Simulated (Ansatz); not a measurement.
`CC1=C[SiH]1[AlH2]` + `[SH][SnH3]` → `[AlH2][S][SnH3]` + `CC1=C[SiH2]1` at 500 K and 1 bar (cleavage of the Al–Si bond).

Isolated molecules relaxed with PBE0-D4/def2-TZVP in Ansatz; ΔE leaves out vibrations. CCSD(T)/CBS adds triple-zeta CCSD(T) − MP2 to the extrapolated MP2 energy (def2 sets, frozen cores). def2 core potentials past Kr. For Sn outer-core shells are correlated without core-valence functions, which leaves a few kJ/mol of doubt a bond.

```
            species  CCSD(T)/CBS energy (Eh)  H − E (kJ/mol)  S (J/(mol·K))
`CC1=C[SiH]1[AlH2]`               -649.37810           264.7          442.8
       `[SH][SnH3]`               -614.20548           108.5          344.0
  `[AlH2][S][SnH3]`               -856.85532           139.0          415.5
     `CC1=C[SiH2]1`               -406.77515           234.8          354.6
```

H − E and S are ideal-gas, rigid-rotor, harmonic terms from PBE0-D4/def2-TZVP, for one conformer and one mirror image of each species. 1 Eh = 2625.50 kJ/mol, R = 8.31446 J/(mol·K).

**Question.** By hand: ΔE, ΔH, ΔS and ΔG.

**Answer.** ΔE = (-856.85532) + (-406.77515) − (-649.37810) − (-614.20548) = -0.04689 Eh = -123.1 kJ/mol. Δ(H − E) = 139.0 + 234.8 − 264.7 − 108.5 = 0.6, so ΔH = -122.5 kJ/mol. ΔS = 415.5 + 354.6 − 442.8 − 344.0 = -16.7 J/(mol·K). ΔG = -122.5 − 500 × (-16.7)/1000 = -114.2 kJ/mol.

**Question.** By hand: the equilibrium constant, and the temperature at which ΔG would vanish if ΔH and ΔS stayed fixed.

**Answer.** log₁₀ K = −ΔG/(RT ln 10) = 11.9. ΔG = 0 at ΔH/ΔS = 7335 K, far beyond where these terms or the molecules hold.

ΔH outweighs TΔS. A doubt of 5 kJ/mol in ΔE shifts log₁₀ K by 0.5 here. Other conformers and mirror images would add mixing entropy, several J/(mol·K) or more a flexible species. Modes under 60 cm⁻¹, often nearly free rotors, make the harmonic entropy too high. These are equilibria of isolated gas molecules and say nothing of rates. Largest T1 diagnostic: 0.014 (customary marks: 0.02 for closed shells, 0.045 for open ones).
